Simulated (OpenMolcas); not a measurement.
# How basis sets differ on CH6B2O (SMILES BB(C)O)

CH6B2O: 10 atoms, total charge 0, spin state singlet. SMILES: `BB(C)O`. Geometry: relaxed at PBE0-D4/def2-TZVP. This is one conformer, not always the lowest.

Quantity: the HOMO–LUMO gap, in eV. The values are calculated.

| level | kind | program | value (eV) | CPU time |
| --- | --- | --- | --- | --- |
| HF/STO-3G | Hartree–Fock | OpenMolcas | 15.76 | 1.2 s |
| HF/3-21G | Hartree–Fock | OpenMolcas | 12.94 | 1.6 s |
| HF/ANO-S-VDZP (RICD fitting) | Hartree–Fock | OpenMolcas | 12.21 | 3.8 s |
| HF/def2-SVP | Hartree–Fock | OpenMolcas | 12.86 | 5.2 s |

The values span 12.21 to 15.76 eV. A Hartree–Fock LUMO above zero doesn't converge with the basis: it sinks as sets grow more diffuse. Orbital gaps aren't excitation energies. CPU times are rough (shared hosts, several kinds of processor and program).
